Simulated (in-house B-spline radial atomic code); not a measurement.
# TDHF excitations of C4+

Method: TDHF. Computed with a B-spline radial code for spherical atoms: linear response of the closed shell 1s2 with bare exchange (time-dependent Hartree-Fock); non-relativistic, point nucleus, no spin-orbit coupling, no double excitations, S, P, D and F terms only.

Command:
```bash
python run_td.py task.json out
```
Settings (radii: box in bohr, nucleus in fm):
```
Z                        6
electrons                2
configuration            1s2
hamiltonian              nr
method                   hf
box_radius               19.1
intervals                47
```

Run time, properties included: 0.1 s on 1 thread of Arm Neoverse N1, on a shared host.

The lowest states, in the order of their Tamm-Dancoff energies; the method's threshold (minus the highest occupied level) is 392.30 eV. Labels give the largest channel, * marks a mixed state, and oscillator strengths are full-response dipole values. Energies in eV:

```json
{"state": "1s → 2s 3S", "full response": "298.70", "Tamm-Dancoff": "298.78", "oscillator strength": "-"}
{"state": "1s → 2p 3P", "full response": "304.35", "Tamm-Dancoff": "304.38", "oscillator strength": "-"}
{"state": "1s → 2s 1S", "full response": "304.82", "Tamm-Dancoff": "304.88", "oscillator strength": "-"}
{"state": "1s → 2p 1P", "full response": "308.38", "Tamm-Dancoff": "308.41", "oscillator strength": "0.644"}
{"state": "1s → 3s 3S", "full response": "352.19", "Tamm-Dancoff": "352.20", "oscillator strength": "-"}
{"state": "1s → 3p 3P", "full response": "353.68", "Tamm-Dancoff": "353.69", "oscillator strength": "-"}
{"state": "1s → 3s 1S", "full response": "353.76", "Tamm-Dancoff": "353.77", "oscillator strength": "-"}
{"state": "1s → 3d 3D", "full response": "?", "Tamm-Dancoff": "?", "oscillator strength": "-"}
{"state": "1s → 3d 1D", "full response": "?", "Tamm-Dancoff": "?", "oscillator strength": "-"}
{"state": "1s → 3p 1P", "full response": "354.79", "Tamm-Dancoff": "354.80", "oscillator strength": "0.141"}
{"state": "1s → 4s 3S", "full response": "370.09", "Tamm-Dancoff": "370.10", "oscillator strength": "-"}
{"state": "1s → 4p 3P", "full response": "370.70", "Tamm-Dancoff": "370.71", "oscillator strength": "-"}
{"state": "1s → 4s 1S", "full response": "370.72", "Tamm-Dancoff": "370.73", "oscillator strength": "-"}
{"state": "1s → 4d 3D", "full response": "371.03", "Tamm-Dancoff": "371.03", "oscillator strength": "-"}
{"state": "1s → 4f 3F", "full response": "371.04", "Tamm-Dancoff": "371.04", "oscillator strength": "-"}
{"state": "1s → 4f 1F", "full response": "371.04", "Tamm-Dancoff": "371.04", "oscillator strength": "-"}
```

Question: Where does 1s → 3d 1D lie?

Answer: At 354.52 eV in full response, 354.52 eV in Tamm-Dancoff.

Question: Where does 1s → 3d 3D lie?

Answer: At 354.48 eV in full response, 354.48 eV in Tamm-Dancoff.

Question: How large is the singlet-triplet splitting of 1s → 2s (S terms) in Tamm-Dancoff?

Answer: 6.1 eV, from the unrounded values.

Question: What polarisabilities and dispersion coefficient does the method give?

Answer: Dipole 0.008935 bohr³, quadrupole 0.001032 bohr⁵, C6 0.0008008 hartree·bohr⁶ for two such species.
